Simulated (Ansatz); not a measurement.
Mulliken charges of `[SH][Ti]([SH])([SH])[Cl]` from PBE/def2-TZVPP in Ansatz (PBE0-D4/def2-TZVP geometry).

```csv
atom,x (Å),y (Å),z (Å),charge (e)
S1,-2.259,0.183,-0.156,-0.192
Ti2,-0.015,0.376,-0.023,0.407
S3,0.630,-1.492,1.088,-0.211
S4,0.705,0.306,-2.169,-0.203
Cl5,0.646,2.208,0.965,-0.190
H6,-2.362,0.439,1.166,0.125
H7,1.872,-0.982,1.237,0.126
H8,0.782,-1.038,-2.107,0.138
```

Q: By hand: the dipole of these point charges (1 e Å = 4.8032 D).

A: Σ q r = (0.077, -0.261, 0.059) e Å, of length 0.278 e Å = 1.34 D.

Q: How does the dipole of the full density compare? (Estimate.)

A: Computed: (0.082, -0.149, 0.078) e Å, 0.90 D; the point charges give 1.49 times that, at 17° from its direction.

Point charges leave out the atoms' own dipoles, such as those of lone pairs, and Mulliken's split depends on the basis, so the two needn't agree.
